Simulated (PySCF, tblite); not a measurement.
Species: C5H13OPSi2.
SMILES with atom numbers: `[CH3:1][C:2](=[O:3])[CH2:4][C@@H:5]1[CH2:6][SiH2:7][PH:8][SiH2:9]1` (hydrogens: H10, H11, H12 on C1; H13, H14 on C4; H15 on C5; H16, H17 on C6; H18, H19 on Si7; H20 on P8; H21, H22 on Si9)

Jobs on this species (22 atoms, 94 electrons) with PySCF (density fitting) and tblite. Hardware of each: Intel Xeon at 2.50 GHz, one thread, no GPU, on a shared host. Other jobs ran on the host; a repeat could differ by tens of per cent or more.

```csv
level and settings,work,basis functions,SCF cycles,wall time
PBE0/pcSseg-1,"shieldings, ring-centre shieldings, charges and field gradients",239,?,?
GFN2-xTB,Hessian by finite differences,–,–,4.7 s
GFN2-xTB,L-BFGS relaxation,–,–,7.5 s
```

**Question.** Fill in the missing figures.

**Answer.** 
- PBE0/pcSseg-1; shieldings, ring-centre shieldings, charges and field gradients: 2.8 min, 14 SCF cycles

**Question.** What do all jobs in the table cost together?

**Answer.** About 3.0 min; the longest takes about 93 % of that, and about 36 times as long as the shortest.
